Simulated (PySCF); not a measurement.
Job file and geometry (Å, from GFN2-xTB) of an NMR shielding run on `BN1[SiH2]CC[SiH2]1`, C$_{2}$H$_{10}$BNSi$_{2}$, GIAO PBE0/pcSseg-1 NMR shielding, non-relativistic, gas phase (PySCF); density fitting, a coarse starting grid and PySCF grid level 2 are the driver's defaults:

```
{"job": {"kind": "nmr", "xc": "PBE0", "basis": "pcSseg-1"}, "charge": 0, "multiplicity": 1}
B      2.441749     0.340122    -0.329092
N      1.066154     0.147489    -0.145251
Si     0.345220    -1.432519     0.138467
C     -1.418769    -0.874282     0.577270
C     -1.700720     0.442796    -0.154194
Si    -0.098110     1.466624    -0.175961
H      3.161016    -0.585339    -0.296139
H      2.850261     1.423485    -0.514555
H      1.018327    -2.114265     1.246145
H      0.401342    -2.224645    -1.096637
H     -2.171356    -1.624919     0.335805
H     -1.487452    -0.705799     1.653504
H     -2.535422     0.973045     0.304410
H     -2.003182     0.224769    -1.180065
H      0.054385     2.256791    -1.399702
H      0.068959     2.295592     1.024585
```

**Question.** What does the program print?

**Answer.** 
```
coarse grid: 13768 points
cycle   1  E = -740.3097006431  dE =  4.429e-01  |g| = 5.015e-01  |ddm| = 3.542e+00
cycle   2  E = -740.2585742559  dE =  5.113e-02  |g| = 6.882e-01  |ddm| = 9.592e-01
cycle   3  E = -740.3681536001  dE = -1.096e-01  |g| = 9.246e-02  |ddm| = 6.094e-01
cycle   4  E = -740.3699819913  dE = -1.828e-03  |g| = 2.951e-02  |ddm| = 9.318e-02
cycle   5  E = -740.3701773999  dE = -1.954e-04  |g| = 9.125e-03  |ddm| = 2.992e-02
cycle   6  E = -740.3701980626  dE = -2.066e-05  |g| = 1.783e-03  |ddm| = 1.040e-02
cycle   7  E = -740.3701989113  dE = -8.487e-07  |g| = 1.559e-04  |ddm| = 1.894e-03
final grid: 122192 points
cycle   8  E = -740.4017751562  dE = -2.623e-05  |g| = 7.612e-03  |ddm| = 2.205e-02
cycle   9  E = -740.4017613992  dE =  1.376e-05  |g| = 1.086e-02  |ddm| = 1.568e-02
cycle  10  E = -740.4017892210  dE = -2.782e-05  |g| = 1.145e-03  |ddm| = 9.064e-03
cycle  11  E = -740.4017895152  dE = -2.942e-07  |g| = 2.835e-04  |ddm| = 9.430e-04
cycle  12  E = -740.4017895322  dE = -1.706e-08  |g| = 7.681e-05  |ddm| = 2.879e-04
cycle  13  E = -740.4017895338  dE = -1.553e-09  |g| = 1.675e-05  |ddm| = 9.175e-05
cycle  14  E = -740.4017895338  dE = -6.594e-11  |g| = 2.876e-06  |ddm| = 2.066e-05
converged SCF energy = -740.4017895338

GIAO shielding tensors (ppm)
atom      isotropic    diamagn.    paramagn.     s11        s22        s33       span
  0 B       52.061     193.834    -141.773     14.596     21.861    119.726    105.129
  1 N      145.092     330.643    -185.551      8.037    162.316    264.924    256.887
  2 Si     361.523     880.396    -518.873    302.283    360.791    421.495    119.212
  3 C      177.097     253.335     -76.239    161.815    177.084    192.392     30.577
  4 C      177.128     253.330     -76.202    161.816    177.089    192.479     30.663
  5 Si     361.454     880.393    -518.938    302.300    360.425    421.638    119.338
  6 H       26.003      29.755      -3.752     23.367     25.458     29.183      5.817
  7 H       26.002      29.756      -3.754     23.362     25.456     29.188      5.826
  8 H       26.605      29.559      -2.955     23.322     24.491     32.001      8.680
  9 H       26.710      29.715      -3.006     23.248     24.593     32.287      9.039
 10 H       30.438      30.109       0.329     25.262     27.825     38.226     12.963
 11 H       30.458      31.501      -1.043     25.666     28.163     37.545     11.879
 12 H       30.433      30.107       0.326     25.253     27.825     38.221     12.968
 13 H       30.457      31.493      -1.036     25.671     28.152     37.548     11.877
 14 H       26.605      29.566      -2.961     23.323     24.491     32.000      8.677
 15 H       26.705      29.713      -3.008     23.243     24.593     32.278      9.035
```

Size and cost of the density-fitted run: 166 basis functions, 36 s wall time on 1 thread of an Arm Neoverse N1, shared host.
